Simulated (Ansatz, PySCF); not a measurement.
Reaction (SMILES): [SiH2-]c1ccoc1 -> [SiH3]c1[c-]coc1
Structures are relaxed separately at B3LYP-D3(BJ)/def2-TZVP in Ansatz (an electronic-structure program), one conformer each, not searched for the lowest. Frequencies are from Ansatz or PySCF. Unstable Hartree-Fock reference: [SiH2-]c1ccoc1.

Property: isomerisation energy (enthalpy at 298 K, with B3LYP-D3(BJ) rigid-rotor harmonic-oscillator terms), in kJ/mol. Correlated levels leave the core frozen unless marked. No spin-orbit coupling. Non-relativistic unless marked X2C. Anions need diffuse functions: aug- sets have them; def2-D sets add few; the other sets have none. Basis-set limits of correlation are two-point, X^-3; Hartree-Fock from the larger set.

| level | program | isomerisation energy (kJ/mol) |
|---|---|---|
| HF/6-31G | Ansatz | 165.2 |
| revPBE-D4/def2-TZVPD | Ansatz + dftd4 | 83.9 |

**Question.** Predict the CCSD(T)/CBS(aug-cc-pV(T+d)Z,aug-cc-pV(Q+d)Z) result (Ansatz).

**Answer.** 73.6 kJ/mol, so revPBE-D4/def2-TZVPD differs from it by 10.3 kJ/mol.
